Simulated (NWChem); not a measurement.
Species: HSeOI; SMILES O[Se]I

```xyz
4

Se     0.3685     1.3146    -0.0100
I     -0.0174    -1.1950     0.0005
O     -1.2949     1.9627     0.0870
H     -1.6418     1.9970    -0.8159
```
Atoms are numbered in this order, from 1.

Level: PBE0/def2-SVP with def2 effective core potentials on I (NWChem), optimised geometry, unscaled harmonic frequencies. This build's default masses of Se (78.918 u) and Br (79.917 u) are each other's, which moves their modes by up to 0.6 %. def2 effective core potentials on I; no spin-orbit coupling.

| frequency (cm⁻¹) | IR intensity (km/mol) |
|---|---|
| 167 | 0.8 |
| 250 | 7.1 |
| 465 | 112.0 |
| 684 | 80.7 |
| 1113 | 57.1 |
| 3830 | 122.3 |

```
Item                                                                               Result
-----------------------------------------------------------------------  ----------------
zero-point energy                                                            9.3 kcal/mol
thermal correction to the enthalpy at 298.15 K (with zero-point energy)     12.6 kcal/mol
heat capacity Cv                                                         12.1 cal/(mol K)
entropy at 298.15 K and 1 atm (symmetry number 1)                        74.6 cal/(mol K)
```

Rigid rotor and harmonic oscillator.
